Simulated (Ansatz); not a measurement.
Reaction (silylene formation by 1,1-elimination): `CC(C)(C)C[Si](C)(F)F` → `F[Si]F` + `CCC(C)(C)C`

Computed with Ansatz on PBE0-D4/def2-TZVP structures; ΔE is electronic, products minus reactants. CCSD(T)/CBS is the MP2 limit (def2-TZVPP, def2-QZVPP) plus CCSD(T) − MP2 in def2-TZVPP, frozen cores. This one scheme is used for every species. DFT in def2-TZVPP. Each species was taken in one conformer, which may not be the lowest.

`CC(C)(C)C[Si](C)(F)F`:

Z-matrix (Å, degrees):
```
C
C 1 1.528
H 1 1.094 2 111.1
H 1 1.094 2 111.1 3 120.2
H 1 1.094 2 110.8 3 -119.9
C 2 1.527 1 108.9 3 60.1
C 2 1.527 1 108.9 3 179.6
C 2 1.540 1 108.2 3 -60.2
H 6 1.093 2 110.3 1 57.3
H 6 1.092 2 111.9 1 177.4
H 6 1.094 2 111.1 1 -62.1
H 7 1.094 2 111.1 1 61.9
H 7 1.092 2 111.9 1 -177.6
H 7 1.093 2 110.2 1 -57.5
Si 8 1.855 2 121.8 1 179.5
H 8 1.099 2 109.0 1 56.6
H 8 1.099 2 109.0 1 -57.4
C 15 1.847 8 113.0 2 179.4
F 15 1.598 8 111.0 2 57.7
F 15 1.598 8 110.9 2 -58.9
H 18 1.093 15 111.0 8 60.2
H 18 1.092 15 111.0 8 -60.2
H 18 1.093 15 110.3 8 180.0
```

`F[Si]F`:

```xyz
3

F    -1.208   -0.417    0.022
Si    0.304   -0.350   -0.500
F     0.904    0.767    0.479
```

`CCC(C)(C)C`:

Cartesian coordinates in Å:
```
C -1.911 0.987 -0.147
C -0.429 1.109 0.165
C 0.404 -0.175 0.038
C 0.356 -0.712 -1.390
C -0.102 -1.245 1.003
C 1.850 0.165 0.391
H -2.411 0.280 0.520
H -2.407 1.953 -0.026
H -2.086 0.658 -1.174
H 0.014 1.865 -0.494
H -0.308 1.491 1.186
H -0.652 -1.020 -1.674
H 0.693 0.044 -2.105
H 1.007 -1.585 -1.495
H -1.119 -1.562 0.759
H -0.101 -0.878 2.033
H 0.536 -2.132 0.963
H 1.925 0.549 1.413
H 2.490 -0.719 0.317
H 2.250 0.927 -0.283
```

```csv
level,ΔE (kcal/mol)
LDA (SPW92),51.9
PBE-D4,46.8
BLYP,36.9
CCSD(T)/def2-SVP,43.4
```

(1) What does CCSD(T)/CBS give? (Best estimate.)

Largest T1 diagnostic among the species: 0.015.

Answers

(1) Ansatz gave: +48.5 kcal/mol. The listed levels differ from it by 3.4, -1.7, -11.6, -5.1 kcal/mol.

At CCSD(T), def2-SVP lies −5.1 kcal/mol from the extrapolated value and def2-TZVPP −1.1 kcal/mol. From BLYP to BHLYP (50 % exact exchange), in def2-TZVPP and without D4, ΔE moves by +10.1 kcal/mol. In def2-TZVPP, CCSD(T) changes the Hartree–Fock value by +1.2 kcal/mol (the triples alone add +0.3 kcal/mol) and MP2 by +4.3 kcal/mol.
